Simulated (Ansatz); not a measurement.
Basis-set extrapolation for C3H7FSi, SMILES `C/C([SiH3])=C\F` (PBE0-D4/def2-TZVP geometry, frozen core, Ansatz 0.2.0). Multiplicity 1, RHF reference.

```
                      def2-TZVPP   def2-QZVPP
                 HF  -506.123622  -506.142403
    MP2 correlation    -0.870897    -0.935698
CCSD(T) correlation    -0.953036      not run
```

Energies in hartree. Use E(X) = E(∞) + A·exp(−7.88·√X) for Hartree–Fock and E(X) = E(∞) + B·X^(−2.97) for correlation, with X = 3 and 4, and add CCSD(T) minus MP2 of the smaller set to the MP2 limit.

**Question.** What is the CCSD(T) energy at the basis-set limit?

**Answer.** HF limit: -506.142403 + (-0.018781) × 0.13774 = -506.14499. MP2 limit: -0.935698 + (-0.064801) × 0.74074 = -0.98370. Higher-order term: -0.953036 − (-0.870897) = -0.08214. Total: -507.21083 hartree, 352.3 kJ/mol below CCSD(T)/def2-TZVPP.
